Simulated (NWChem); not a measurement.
System: C₄H₅FO; SMILES O=C1CC[C@@H]1F

Here is an NWChem input.

```
start job
memory heap 200 mb stack 900 mb global 1100 mb
geometry units angstroms noautoz
  O      1.341720     1.378529     0.294238
  C      0.363089     0.750733    -0.007765
  C     -1.155735     0.989124     0.105329
  C     -1.325336    -0.560013     0.085460
  C      0.118394    -0.705612    -0.462938
  F      0.922480    -1.685270     0.062785
  H     -1.484077     1.529559     0.997175
  H     -1.564244     1.488223    -0.780737
  H     -2.126628    -0.972464    -0.530764
  H     -1.387031    -0.973191     1.095942
  H      0.136901    -0.780736    -1.559407
end
basis spherical
  O library def2-svp
  C library def2-svp
  F library def2-svp
  H library def2-svp
end
dft
  xc b3lyp
  iterations 150
  mulliken
end
task dft energy
```

All runs use the structure optimised with B3LYP/6-31G* (spherical d).

What results follow from this input? (B3LYP/def2-SVP.) Quantities: energy (Ha); highest occupied level (eV); orbital gap (eV); dipole (D).


```json
{
  "energy (Ha)": "-330.21",
  "highest occupied level (eV)": "-7.07",
  "orbital gap (eV)": "5.79",
  "dipole (D)": "3.40"
}
```
